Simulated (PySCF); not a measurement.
## PtF₃⁺: one-bond stretch

Computed with PySCF, UPBE, basis Pt def2-SVP with ECP60, F def2-SVP (scalar-relativistic core potentials, no spin–orbit coupling, density fitting).

Rigid scan from the triplet minimum (Pt–F 1.829 Å (×2), Pt–F 1.861 Å; F–Pt–F 96.9° (×2), F–Pt–F 166.2°). Coordinate: the bond from Pt to the last atom (F) scaled, the rest fixed. Energies in kJ/mol from the minimum.

```
scale of one bond  E (kJ/mol)  dipole size (D, about the centre of mass)  ⟨S²⟩
             0.92        43.6                                       1.72  2.00
             0.96         9.4                                       1.59  2.00
             1.00         0.0                                       1.51  2.00
             1.05        10.7                                       1.46  2.00
             1.12        48.8                                       1.44  2.00
             1.20       105.2                                       1.44  2.00
             1.35       206.6                                       1.43  2.00
             1.55       293.6                                          –  2.00
             1.80       334.2                                          –  2.00
             2.20       353.0                                          –  2.00
```

Other spin states or occupations of the open shell can lie lower. With an element this heavy the missing spin–orbit coupling can shift these numbers.

The scan took about 4 core-minutes on a shared host.
